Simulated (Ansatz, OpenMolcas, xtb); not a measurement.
## Ligand exchange: SiH2Br2 + SiH3Cl → SiH2(SiH3)Br + BrCl

Species: SiH2Br2 `Br[SiH2]Br`, singlet; SiH3Cl (chlorosilane) `[SiH3]Cl`, singlet; SiH2(SiH3)Br, singlet; BrCl (bromine chloride), singlet. The partners trade Br for SiH3: Si–Br and Cl–SiH3 bonds give way to Si–SiH3 and Cl–Br.

Shapes, held fixed at every level: PBE0-D4/def2-TZVP; BrCl at the measured bond length. Programs: Ansatz 0.2.0, OpenMolcas 26.06, xtb 6.7.1, xtb 6.7.1 later snapshot. A level may come from different programs for different species; with the same settings they agree closely. Electronic energies: no zero-point or thermal term.

```
                             level            kind  ΔE (kJ/mol)
                          GFN2-xTB  semi-empirical       +288.1
                         HF/STO-3G    Hartree–Fock       +265.3
                          HF/3-21G    Hartree–Fock       +268.9
                       HF/def2-SVP    Hartree–Fock       +337.9
                     PBE0/def2-SVP   global hybrid       +301.5
B3LYP/6-31G* (Cartesian functions)   global hybrid       +290.5
```

B3LYP/6-31G* (Cartesian functions) gives ΔE = +290.5 kJ/mol; the levels span +265.3 to +337.9. The median of the levels is +289.3. No measured value is set beside it here. Relativity is left out for Br. Rows in sets without polarisation functions are far from converged.
